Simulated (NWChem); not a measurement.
System: CH₇NOSi; SMILES CO[SiH2]N

Here is an NWChem input.

```
start job
memory heap 200 mb stack 900 mb global 1100 mb
geometry units angstroms noautosym nocenter noautoz
  Si    -0.422379    -0.528829    -0.000193
  N      0.485645    -1.981897     0.000345
  O      0.552551     0.827681    -0.000593
  C      0.071146     2.138852    -0.000619
  H     -1.269746    -0.508135    -1.232141
  H     -1.269891    -0.507248     1.231643
  H      0.988256    -2.262289     0.834915
  H      0.988244    -2.262907    -0.834024
  H     -0.543546     2.361329    -0.894106
  H     -0.543039     2.361538     0.893167
  H      0.924270     2.835373    -0.000942
end
basis spherical
  Si library 6-31+g*
  N library 6-31+g*
  O library 6-31+g*
  C library 6-31+g*
  H library 6-31+g*
end
dft
  xc pbe0
  iterations 150
end
property
  response 1 0.0428
end
task dft property
```

Output (shortened):

```
             Northwest Computational Chemistry Package (NWChem) 7.3.0
             --------------------------------------------------------

                             Geometry "geometry" -> ""
                             -------------------------

 Output coordinates in angstroms (scale by  1.889725989 to convert to a.u.)

  No.       Tag          Charge          X              Y              Z
 ---- ---------------- ---------- -------------- -------------- --------------
    1 Si                  14.0000    -0.42237900    -0.52882900    -0.00019300
    2 N                    7.0000     0.48564500    -1.98189700     0.00034500
    3 O                    8.0000     0.55255100     0.82768100    -0.00059300
    4 C                    6.0000     0.07114600     2.13885200    -0.00061900
    5 H                    1.0000    -1.26974600    -0.50813500    -1.23214100
    6 H                    1.0000    -1.26989100    -0.50724800     1.23164300
    7 H                    1.0000     0.98825600    -2.26228900     0.83491500
    8 H                    1.0000     0.98824400    -2.26290700    -0.83402400
    9 H                    1.0000    -0.54354600     2.36132900    -0.89410600
   10 H                    1.0000    -0.54303900     2.36153800     0.89316700
   11 H                    1.0000     0.92427000     2.83537300    -0.00094200

 Effective nuclear repulsion energy (a.u.)     179.4721528445

                              NWChem Property Module
                              ----------------------

                                 NWChem DFT Module
                                 -----------------

 Summary of "ao basis" -> "ao basis" (spherical)
 ------------------------------------------------------------------------------
       Tag                 Description            Shells   Functions and Types
 ---------------- ------------------------------  ------  ---------------------
 Si                         6-31+g*                 10       22   5s4p1d
 N                          6-31+g*                  8       18   4s3p1d
 O                          6-31+g*                  8       18   4s3p1d
 C                          6-31+g*                  8       18   4s3p1d
 H                          6-31+g*                  2        2   2s

            General Information
            -------------------
          SCF calculation type: DFT
          Wavefunction type:  closed shell.
          No. of atoms     :    11
          No. of electrons :    42
           Alpha electrons :    21
            Beta electrons :    21
          Charge           :     0
          Spin multiplicity:     1
          Use of symmetry is: off; symmetry adaption is: off
          Maximum number of iterations: 150
          AO basis - number of functions:    90
                     number of shells:    48
          Convergence on energy requested:  1.00D-06
          Convergence on density requested:  1.00D-05
          Convergence on gradient requested:  5.00D-04

              XC Information
              --------------
                         PBE0 Method XC Functional
                     Hartree-Fock (Exact) Exchange  0.250
          PerdewBurkeErnzerhof Exchange Functional  0.750
            Perdew 1991 LDA Correlation Functional  1.000 local
           PerdewBurkeErnz. Correlation Functional  1.000 non-local

             Grid Information
             ----------------
          Grid used for XC integration:  medium
          Radial quadrature: Mura-Knowles
          Angular quadrature: Lebedev.
          Tag              B.-S. Rad. Rad. Pts. Rad. Cut. Ang. Pts.
          ---              ---------- --------- --------- ---------
          Si                  1.10       88          12.0       590
          N                   0.65       49          14.0       434
          O                   0.60       49          11.0       434
          C                   0.70       49          13.0       434
          H                   0.35       45          13.0       434
          Grid pruning is: on
          Number of quadrature shells:   550
          Spatial weights used:  Erf1

      Superposition of Atomic Density Guess
      -------------------------------------

 Sum of atomic energies:        -459.02128136

      Non-variational initial energy
      ------------------------------

 Total energy =    -460.938103
 1-e energy   =    -987.316747
 2-e energy   =     346.906491
 HOMO         =      -0.368362
 LUMO         =       0.023074

   convergence    iter        energy       DeltaE   RMS-Dens  Diis-err
 ---------------- ----- ----------------- --------- --------- ---------
 d= 0,ls=0.0,diis     1   -461.4252829026 -6.41D+02  1.36D-02  6.57D-01
 d= 0,ls=0.0,diis     2   -461.3957821510  2.95D-02  7.59D-03  1.03D+00
 d= 0,ls=0.0,diis     3   -461.4957879716 -1.00D-01  1.37D-03  2.77D-02
 d= 0,ls=0.0,diis     4   -461.4979044746 -2.12D-03  5.35D-04  4.84D-03
 d= 0,ls=0.0,diis     5   -461.4984318741 -5.27D-04  1.17D-04  2.14D-04
  Resetting Diis
 d= 0,ls=0.0,diis     6   -461.4984544486 -2.26D-05  2.75D-05  9.77D-06
 d= 0,ls=0.0,diis     7   -461.4984556079 -1.16D-06  1.29D-05  7.27D-07
 d= 0,ls=0.0,diis     8   -461.4984555902  1.77D-08  6.27D-06  9.10D-07

         Total DFT energy =     -461.498455590190
      One electron energy =     -991.559290263935
           Coulomb energy =      394.784714353448
    Exchange-Corr. energy =      -44.196032524179
 Nuclear repulsion energy =      179.472152844476

 Numeric. integr. density =       42.000001332112

                       DFT Final Molecular Orbital Analysis
                       ------------------------------------

 Vector   19  Occ=2.000000D+00  E=-3.179164D-01
              MO Center=  3.2D-01,  1.1D+00, -5.0D-04, r^2= 2.5D+00
   Bfn.  Coefficient  Atom+Function         Bfn.  Coefficient  Atom+Function
  ----- ------------  ---------------      ----- ------------  ---------------
    43      0.492049   3 O  px               47      0.337509   3 O  px
    61     -0.228904   4 C  px               90     -0.181351  11 H  s
    10      0.177861   1 Si s                89     -0.168495  11 H  s
    46      0.154548   3 O  s                 7     -0.150091   1 Si px
     8     -0.125917   1 Si py               86      0.103480   9 H  s

 Vector   20  Occ=2.000000D+00  E=-2.890921D-01
              MO Center= -1.4D-02,  8.0D-01, -7.7D-04, r^2= 2.6D+00
   Bfn.  Coefficient  Atom+Function         Bfn.  Coefficient  Atom+Function
  ----- ------------  ---------------      ----- ------------  ---------------
    45      0.517107   3 O  pz               49      0.382596   3 O  pz
    78      0.199661   5 H  s                80     -0.199426   6 H  s
    63     -0.160309   4 C  pz               86      0.158808   9 H  s
    88     -0.158788  10 H  s                85      0.131410   9 H  s
    87     -0.131407  10 H  s                77      0.126824   5 H  s

 Vector   21  Occ=2.000000D+00  E=-2.865909D-01
              MO Center=  3.8D-01, -1.8D+00,  5.2D-04, r^2= 1.5D+00
   Bfn.  Coefficient  Atom+Function         Bfn.  Coefficient  Atom+Function
  ----- ------------  ---------------      ----- ------------  ---------------
    25      0.402052   2 N  px               26      0.382634   2 N  py
    29      0.326562   2 N  px               30      0.299804   2 N  py
    32      0.154219   2 N  s                34      0.120025   2 N  py
    28     -0.112500   2 N  s                50     -0.112858   3 O  s
    12      0.106717   1 Si py               44      0.103088   3 O  py

 Vector   22  Occ=0.000000D+00  E= 2.606328D-03
              MO Center=  5.4D-01, -1.6D+00,  2.5D-04, r^2= 9.5D+00
   Bfn.  Coefficient  Atom+Function         Bfn.  Coefficient  Atom+Function
  ----- ------------  ---------------      ----- ------------  ---------------
    32      2.212256   2 N  s                14     -1.675471   1 Si s
    10     -1.080487   1 Si s                16      0.812095   1 Si py
    15     -0.735790   1 Si px               11     -0.661298   1 Si px
    34      0.602320   2 N  py               12      0.552360   1 Si py
    28      0.541692   2 N  s                33     -0.354368   2 N  px

 Vector   23  Occ=0.000000D+00  E= 1.749375D-02
              MO Center= -5.3D-01,  1.9D+00, -5.7D-04, r^2= 1.0D+01
   Bfn.  Coefficient  Atom+Function         Bfn.  Coefficient  Atom+Function
  ----- ------------  ---------------      ----- ------------  ---------------
    14      2.217039   1 Si s                16      1.102795   1 Si py
    70      0.824121   4 C  py               68     -0.730906   4 C  s
    50     -0.506423   3 O  s                11      0.436815   1 Si px
    64     -0.427826   4 C  s                10     -0.307851   1 Si s
    32     -0.276174   2 N  s                34     -0.257478   2 N  py

 Vector   24  Occ=0.000000D+00  E= 3.378128D-02
              MO Center= -1.5D+00, -8.4D-01, -6.1D-05, r^2= 1.0D+01
   Bfn.  Coefficient  Atom+Function         Bfn.  Coefficient  Atom+Function
  ----- ------------  ---------------      ----- ------------  ---------------
    15      0.920274   1 Si px               50     -0.757499   3 O  s
    16      0.725201   1 Si py               10      0.714449   1 Si s
    14     -0.565843   1 Si s                32      0.467144   2 N  s
    12      0.446781   1 Si py               33     -0.304097   2 N  px
    46     -0.275766   3 O  s                70     -0.198190   4 C  py

     Multipole analysis of the density
     ---------------------------------

     L   x y z        total         alpha         beta         nuclear
     -   - - -        -----         -----         ----         -------
     0   0 0 0     -0.000000    -21.000000    -21.000000     42.000000

     1   1 0 0      0.147964     -1.445397     -1.445397      3.038757
     1   0 1 0      0.082712     -0.143210     -0.143210      0.369132
     1   0 0 1      0.000125      0.009731      0.009731     -0.019338

     2   2 0 0    -25.302871    -36.299466    -36.299466     47.296061
     2   1 1 0     -3.310907      2.213026      2.213026     -7.736959
     2   1 0 1      0.001221     -0.000935     -0.000935      0.003090
     2   0 2 0    -22.525791   -179.612693   -179.612693    336.699596
     2   0 1 1      0.000106      0.035913      0.035913     -0.071721
     2   0 0 2    -24.054607    -22.785090    -22.785090     21.515574

 *** CALLING NEW AORESP DRIVER FOR CLOSED AND OPEN SHELLS ***
 Entering AOResponse driver routine

--------------------------------------------------------------------------------

          -----------------------------------------------
          Solving response equations for perturbing field
          -----------------------------------------------

 number of frequencies:     1
 frequency in a.u.:  0.4280000E-01
 Perturbing field: electric
 Using El. Dipole Length Gauge

 Setting up CPKS with frequency omega =      0.04280000 a.u.

                            NWChem Dynamic CPHF Module
                            --------------------------

    scftype = RHF
    nclosed =   21
      nopen =    0
  variables =     2898
  num. vecs =        3
  tolerance =   1.0D-04
  max. iter =   50

 SCF residual:    1.1189050098967921E-004

Iterative solution of linear equations
  No. of variables     2898
  No. of equations        3
  Maximum subspace       30
       Convergence  1.0D-04

   iter   nsub   residual    time
   ----  ------  --------  ---------
     1      3    1.50D+00      15.4
     2      6    1.73D+00      22.6
     3      9    5.28D-01      29.8
     4     12    3.95D-02      36.9
     5     15    1.05D-02      44.4
     6     18    2.39D-03      51.5
     7     21    1.64D-04      58.9
     8     24    4.09D-05      66.3

 Electric Dipole Response Matrix (nonzero elements):

              1        2        3
    1   44.4697  -1.4231   0.0007
    2   -1.4231  55.3872  -0.0021
    3    0.0007  -0.0021  43.9013

 ------------------------------------------
 average:        47.91939 + I       0.00000

 DFT Linear Response polarizability / au
 Frequency  =       0.0428000 / au
 Wavelength =    1064.5643224 / nm
              X              Y              Z
 -----------------------------------------------
 X      44.4697255     -1.4230929      0.0006775
 Y      -1.4230709     55.3871639     -0.0021208
 Z       0.0006771     -0.0021211     43.9012864
 -----------------------------------------------
 Eigenvalues =      44.2872743     55.5696160     43.9012855
 Isotropic   =      47.9193919
 Anisotropic =      11.4802038
 -----------------------------------------------

 Magnetic Dipole Response Matrix (nonzero elements):
```

Level: PBE0/6-31+G* (spherical d). The geometry was optimised at PBE0/def2-SVP.
